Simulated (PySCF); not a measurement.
# Does the structure fit the spectrum?

A compound C₆H₉N₃ gives the data below (simulated from a calculation) and was assigned the structure `C=CCn1cnnc1C`.

¹³C{¹H} NMR (computed): δ 152.4 (C), 135.8 (CH), 135.5 (CH), 120.6 (CH2), 51.5 (CH2), 19.2 (CH3).

¹H NMR (500 MHz, computed): δ 7.97 (s, 1H), 7.10 (m, 1H), 6.13 (m, 1H), 5.68 (m, 1H), 4.44 (q, 2H), 1.45 (t, 3H).

[PySCF 2.14: structure optimised with GFN2-xTB; PBE0/pcSseg-1 with gauge-including orbitals; non-relativistic Hamiltonian; rapidly exchanging positions averaged; no solvent; one conformer]

References, each an isolated molecule treated in the same way: ¹H, ¹³C against TMS.

Problem. Compare with the shifts computed for the proposed structure, pairing carbons in order of shift.

Solution. Structure with atom numbers: `[CH2:1]=[CH:2][CH2:3][n:4]1[cH:5][n:6][n:7][c:8]1[CH3:9]`; H(Xn) means a hydrogen on atom n.

```csv
atom,computed for proposal,given list,difference
C8,153.5,152.4,+1.1
C5,146.1,135.8,+10.3
C2,143.4,135.5,+7.9
C1,125.8,120.6,+5.2
C3,51.0,51.5,-0.5
C9,13.1,19.2,-6.1
```

The rms difference is 6.2 ppm and the largest +10.3 ppm at C5 (aromatic CH between two ring heteroatoms). The proposal doesn't fit.

Problem. Which isomer fits?

Solution. SMILES C=Cc1cnn(CC)n1.

- Carbon types of the structure: 1 × C, 2 × CH, 2 × CH2, 1 × CH3, which accounts for all hydrogens.
- δC 152.4: substituted aromatic carbon next to a ring nitrogen.
- δC 135.8: alkene CH; an sp2 carbon of a C=C bond.
- δC 135.5: aromatic CH next to a ring nitrogen.
- δC 120.6: terminal =CH2 carbon; the olefinic region.

The shifts were computed for this structure.

Shifts are as computed. Against solution values, carbons near 30 ppm lie about +3 ppm off and those near 130 ppm about +5 ppm. Of 1211 compounds with measured shifts, 218 miss one by over three times the rms of a fit or turn the order of signals round; such compounds aren't used in these exercises. Multiplicities follow the n + 1 count of equivalent neighbours, as no J values were calculated; m marks all less simple cases, F and P coupling included.
